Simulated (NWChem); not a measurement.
System: C$_{4}$H$_{4}$N, doublet; SMILES [c]1cc[nH]c1

```xyz
9

C     -1.2433    -0.1011     0.0000
C     -0.5530     1.0814     0.0000
N      0.7853     0.7253     0.0000
C      0.9093    -0.6439     0.0000
C     -0.3587    -1.2020     0.0000
H     -0.8685     2.1133     0.0000
H      1.5581     1.3741     0.0000
H      1.8829    -1.1143     0.0000
H     -0.5952    -2.2563     0.0000
```
Atoms are numbered in this order, from 1.

Program: NWChem. Spin-unrestricted. Spin-contaminated determinants: UHF/cc-pVDZ (<S²> = 0.97), UHF/aug-cc-pVDZ (<S²> = 0.97), UHF/cc-pVTZ (<S²> = 0.98). In the optimisation the excess spin sits in a' (Cs, its own frame). Structure relaxed at the B3LYP/6-31G* (spherical d), spin-unrestricted level. No stability test was run on the SCF state.

Question: Order these by “lowest empty minus highest occupied level, either spin (eV)”, lowest first: UHF/cc-pVTZ; UHF/aug-cc-pVDZ; UHF/cc-pVDZ.

Answer: UHF/aug-cc-pVDZ (9.20), UHF/cc-pVTZ (11.07), UHF/cc-pVDZ (11.46)
